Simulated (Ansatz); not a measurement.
`NB(O)F` + `[NH2][AlH2]` → `OB(F)[NH][AlH2]` + NH₃  (ligand exchange at a B–N bond)

Calculated with Ansatz (gas phase, PBE0-D4/def2-TZVP geometries, no zero-point term in ΔE). CCSD(T)/CBS adds triple-zeta CCSD(T) − MP2 to the extrapolated MP2 energy (def2 sets, frozen cores). This one scheme is used for every species. Functionals use def2-TZVPP. HSE06 is defined as in plane-wave codes. One conformer a species, not always the lowest.

`NB(O)F`:

Z-matrix (Å, degrees):
```
N
B 1 1.406
H 1 1.004 2 121.1
H 1 1.003 2 124.7 3 180.0
O 2 1.363 1 125.7 3 -180.0
F 2 1.337 1 118.3 3 0.0
H 5 0.957 2 114.6 1 0.0
```

`[NH2][AlH2]`:

Z-matrix (Å, degrees):
```
N
Al 1 1.766
H 1 1.007 2 124.9
H 1 1.007 2 124.9 3 180.0
H 2 1.583 1 117.9 3 -180.0
H 2 1.583 1 117.9 3 0.0
```

`OB(F)[NH][AlH2]`:

```xyz
9

O    -0.639   -0.794    2.044
B    -0.631   -0.215    0.810
F    -1.775    0.312    0.336
N     0.544   -0.156    0.025
Al    0.798    0.545   -1.606
H    -1.503   -0.761    2.461
H     1.341   -0.581    0.480
H     2.268    0.427   -2.181
H    -0.404    1.222   -2.369
```

NH₃:

Cartesian coordinates in Å:
```
N -0.157 -0.087 -0.217
H 0.417 0.710 -0.464
H -0.729 0.191 0.570
H 0.469 -0.813 0.111
```

```
   level  ΔE (eV)
  PBE-D4    -0.03
  B97M-V    -0.05
 PBE0-D4    -0.04
HSE06-D4    -0.04
```

(1) What does CCSD(T)/CBS give? (Best estimate.)

Largest T1 diagnostic among the species: 0.012.

Answers

(1) Computed: -0.06 eV. The listed levels differ from it by 0.03, 0.01, 0.02, 0.02 eV.

Leaving LDA and LC-ωPBE aside and taking each functional with its dispersion term where it has one, the values, not all of them listed here, spread over 0.04 eV, from B97M-V to CAM-B3LYP-D4. In def2-TZVPP, CCSD(T) changes the Hartree–Fock value by −0.04 eV (the triples alone add −0.01 eV) and MP2 by −0.03 eV. The D4 term adds −0.03 eV with B3LYP and −0.02 eV with PBE0; it sums over pairs of atoms, weighted by their polarisabilities, and B3LYP, whose exchange is more repulsive, gets the larger term.

B3LYP here is the variant with VWN-RPA as its local correlation; programs differ in this.
